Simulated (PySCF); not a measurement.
C₃H₇ClSi, SMILES C/C=C/[SiH2]Cl.

Coordinates come from a PBE-D3(BJ)/def2-SVP optimisation. The structure was generated by enumeration; whether it is a known compound was not checked. The values are those of a single conformer.

All values below come from PBE-D3(BJ)/def2-SVP run with PySCF.

Frequencies are harmonic and unscaled.

| mode | ν (cm⁻¹) | IR (km/mol) | moving atoms (share of kinetic energy) |
|---|---|---|---|
| 1 | 61 | 0.2 | C 36 %, H 26 %, Cl 25 %, Si 12 % |
| 2 | 113 | 1.0 | H 48 %, C 26 %, Cl 16 %, Si 10 % |
| 3 | 190 | 0.2 | H 49 %, C 44 % |
| 4 | 197 | 2.1 | H 64 %, C 32 % |
| 5 | 259 | 3.7 | C 58 %, H 19 %, Cl 18 % |
| 6 | 384 | 4.4 | C 47 %, H 26 %, Si 25 % |
| 7 | 526 | 62.2 | Si 45 %, Cl 38 %, H 14 % |
| 8 | 559 | 43.0 | H 63 %, Si 26 % |
| 9 | 678 | 3.4 | H 87 %, C 9 % |
| 10 | 734 | 20.1 | H 67 %, C 28 % |
| 11 | 776 | 23.4 | H 45 %, C 43 %, Si 12 % |
| 12 | 849 | 277.9 | H 86 %, Si 9 % |
| 13 | 909 | 92.3 | H 94 % |
| 14 | 930 | 15.9 | H 61 %, C 35 % |
| 15 | 976 | 15.8 | H 90 %, C 10 % |
| 16 | 1016 | 2.0 | H 62 %, C 38 % |
| 17 | 1071 | 5.3 | C 58 %, H 41 % |
| 18 | 1197 | 4.8 | H 68 %, C 32 % |
| 19 | 1283 | 3.1 | H 83 %, C 17 % |
| 20 | 1333 | 1.9 | H 76 %, C 24 % |
| 21 | 1396 | 9.1 | H 96 % |
| 22 | 1399 | 22.3 | H 94 % |
| 23 | 1646 | 72.9 | C 92 % |
| 24 | 2167 | 91.5 | H 98 % |
| 25 | 2176 | 110.0 | H 96 % |
| 26 | 2959 | 13.7 | H 97 % |
| 27 | 3028 | 6.5 | H 91 %, C 9 % |
| 28 | 3043 | 4.3 | H 92 %, C 8 % |
| 29 | 3063 | 5.1 | H 92 %, C 8 % |
| 30 | 3075 | 15.3 | H 91 %, C 9 % |
